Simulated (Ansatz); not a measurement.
`C[SiH](C)C#N` + H–F → `C[SiH](F)C#N` + CH₄ at 700 K and 1 bar (ligand exchange at the Si–C bond).

Isolated molecules relaxed with PBE0-D4/def2-TZVP in Ansatz; ΔE leaves out vibrations. CCSD(T)/CBS adds triple-zeta CCSD(T) − MP2 to the extrapolated MP2 energy (def2 sets, frozen cores). This one scheme is used for every species.

| species | CCSD(T)/CBS energy (Eh) | H − E (kJ/mol) | S (J/(mol·K)) |
| --- | --- | --- | --- |
| `C[SiH](C)C#N` | -462.17463 | 323.5 | 478.2 |
| H–F | -100.39570 | 45.2 | 198.5 |
| `C[SiH](F)C#N` | -522.15876 | 220.5 | 438.5 |
| CH₄ | -40.46206 | 145.9 | 224.0 |

H − E and S are ideal-gas, rigid-rotor, harmonic terms from PBE0-D4/def2-TZVP, for one conformer and one mirror image of each species. 1 Eh = 2625.50 kJ/mol, R = 8.31446 J/(mol·K).

By hand: ΔE, ΔH, ΔS and ΔG.

ΔE = (-522.15876) + (-40.46206) − (-462.17463) − (-100.39570) = -0.05049 Eh = -132.6 kJ/mol. Δ(H − E) = 220.5 + 145.9 − 323.5 − 45.2 = -2.3, so ΔH = -134.9 kJ/mol. ΔS = 438.5 + 224.0 − 478.2 − 198.5 = -14.2 J/(mol·K). ΔG = -134.9 − 700 × (-14.2)/1000 = -125.0 kJ/mol.

By hand: the equilibrium constant, and the temperature at which ΔG would vanish if ΔH and ΔS stayed fixed.

log₁₀ K = −ΔG/(RT ln 10) = 9.3. ΔG = 0 at ΔH/ΔS = 9500 K, far beyond where these terms or the molecules hold.

The number of gas molecules stays the same, so ΔS is small and ΔH decides. A doubt of 5 kJ/mol in ΔE shifts log₁₀ K by 0.4 here. Other conformers and mirror images would add mixing entropy, several J/(mol·K) or more a flexible species. These are equilibria of isolated gas molecules and say nothing of rates. Largest T1 diagnostic: 0.012 (customary marks: 0.02 for closed shells, 0.045 for open ones).
